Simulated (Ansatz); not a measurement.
The same path of Cl₂HInS (5 atoms, charge 0, multiplicity 1) was run twice with different band settings. The coordinate that changes most is the height of In2 over the plane of its neighbours.

Level of theory: Ansatz 0.2.0, RKS BHLYP-D4/def2-SVP.

Relaxed end points:

```xyz
5
Properties=species:S:1:pos:R:3
S -0.118 1.757 0.712
In 0.323 -0.468 0.004
Cl 2.173 -1.653 0.768
Cl -1.094 -1.555 -1.495
H -1.233 1.845 -0.031
```

```xyz
5
Properties=species:S:1:pos:R:3
S -0.654 1.750 0.335
In -0.099 -0.473 -0.294
Cl 1.798 -1.526 0.560
Cl -1.412 -1.690 -1.779
H 0.417 1.866 1.136
```

Common settings: movable images 7; climbing image yes; spring 5.0 eV/Å²; optimiser quadratic models (default); start path IDPP; force threshold 0.05 eV/Å; end points relaxed.

| run | iteration limit |
| --- | --- |
| 1 | 49 |
| 2 | 10 |

Problem. What does each run give, and how far can it be trusted?

Solution. Run 1: converged after 8 iterations, highest image 0.162 eV above the first end. A vibrational analysis at the climbing image gives one clearly imaginary mode, 234i cm⁻¹: a first-order saddle point.
Run 2: converged after 8 iterations, highest image 0.162 eV above the first end. Another band between the same ends (7 images) ends at a top of the same energy, where a vibrational analysis finds 1 clearly imaginary mode.
